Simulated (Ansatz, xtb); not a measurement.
## F2H4O2Si2: which of two conformers lies lower

We compare a, `O[Si](F)(F)O[SiH3]`, a singlet, with b, `O[Si](F)(F)O[SiH3]`, a singlet. Both are isolated molecules in the gas phase, relaxed with PBE0-D3(BJ)/def2-SVP.

a (Å):

```xyz
10

F    -2.0059   -0.2493   -2.4103
F    -2.2743   -0.6331    0.0998
O    -0.9019   -2.4131   -1.3352
O     0.1075   -0.0185   -0.8427
Si   -1.2513   -0.8384   -1.1230
Si    0.9847    0.9071    0.2327
H    -1.6057   -2.9988   -1.6278
H     1.1491    0.1650    1.5151
H     0.2716    2.1914    0.4849
H     2.3132    1.1711   -0.3812
```

b (Å):

```
atom    x (Å)    y (Å)    z (Å)
   F  -0.8186   1.8971   0.2945
   F  -2.8166   0.6957  -0.7331
   O  -1.9037  -0.1401   1.6267
   O  -0.5096  -0.5769  -0.5719
  Si  -1.5078   0.4552   0.1618
  Si   0.2788  -2.0405  -0.4113
   H  -2.4963   0.3631   2.1920
   H  -0.7193  -3.1315  -0.2233
   H   1.0549  -2.2663  -1.6597
   H   1.1972  -1.9911   0.7618
```

Task: Estimate E(b) − E(a) at the level CCSD(T)/def2-SVP + ΔMP2/def2-TZVPP.

Result: Too close to call at this level: CCSD(T)/def2-SVP + ΔMP2/def2-TZVPP gives E(b) − E(a) = −0.014 eV.

Level by level:

| level | geometry | E(b) − E(a) (eV) | departure from the last row (eV) | job, with rough time for the two |
| --- | --- | --- | --- | --- |
| PBE0-D3(BJ)/def2-SVP | PBE0-D3(BJ)/def2-SVP | −0.011 | +0.003 | optimisation, 2.1 min |
| HF/def2-SVP | PBE0-D3(BJ)/def2-SVP | −0.006 | +0.008 | part of the CCSD(T) run |
| MP2/def2-SVP | PBE0-D3(BJ)/def2-SVP | −0.012 | +0.002 | part of the CCSD(T) run |
| CCSD(T)/def2-SVP | PBE0-D3(BJ)/def2-SVP | −0.013 | +0.002 | single point |
| CCSD(T)/def2-SVP + ΔMP2/def2-TZVPP | PBE0-D3(BJ)/def2-SVP | −0.014 |  | single point, 23 s |

The largest departure from CCSD(T)/def2-SVP + ΔMP2/def2-TZVPP is that of HF/def2-SVP, 0.008 eV. Levels run at GFN2-xTB geometries aren't shown. The last row adds to CCSD(T) the change of the MP2 difference between the two basis sets, here −0.002 eV.

With harmonic frequencies from PBE0-D3(BJ)/def2-SVP (ideal gas, rigid rotor, one conformer each, 298.15 K, 1 atm): on the last row, ΔE + ΔZPE = −0.013 eV. A mode under 50 cm⁻¹ makes harmonic enthalpies and free energies unreliable, so none is given.

The correlated steps freeze 14 core orbitals. Codes used: Ansatz 0.2.0; the last row on 2 threads of Intel(R) Xeon(R) 6975P-C (Granite Rapids) on a shared host.
